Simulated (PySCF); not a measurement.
Structure with atom numbers: `[CH2:1]1[CH2:2][C@@H:3]2[CH2:4][CH2:5][C@H:6]1[CH2:7]2` (H(Xn): hydrogen on atom n). Ha(C4), Ha(C5) are cis to C1 on the ring; Ha(C1), Ha(C2) are cis to C4 on the ring; Hb(C4), Hb(C5) are trans to C1 on the ring; Hb(C1), Hb(C2) are trans to C4 on the ring.

Theoretical values (PySCF 2.14.0 with density-fitted response routines): PBE0-D3(BJ)/def2-SVP geometry, shielding tensors at PBE0/pcSseg-1 (GIAO). Equivalent nuclei averaged, no relativistic terms, single conformer, isolated molecule.

Scale: ¹³C, ¹H vs TMS (reference shieldings calculated alike).

```tsv
atoms	nucleus	count	δ (ppm)
Ha(C1)/Ha(C2)/Ha(C4)/Ha(C5)	¹H	4	1.06
C7	¹³C	1	?
C1/C2/C4/C5	¹³C	4	32.1
C3/C6	¹³C	2	38.7
H(C3)/H(C6)	¹H	2	1.95
Hb(C1)/Hb(C2)/Hb(C4)/Hb(C5)	¹H	4	1.45
H(C7)	¹H	2	?
```

**Question.** Fill in the missing shifts.

**Answer.** 
- C7: 40.0 ppm, sp3 CH2 in a ring; saturated and bonded to C and H only
- H(C7): 1.03 ppm, hydrogen on an sp3 CH2 in a ring; far from electronegative atoms and π systems

Shifts are as computed. Against solution values, carbons near 30 ppm lie about +2 ppm off and those near 130 ppm about +4 ppm. Of 246 compounds with measured shifts, 49 miss one by over three times the rms of a fit or turn the order of signals round; such compounds aren't used in these exercises.
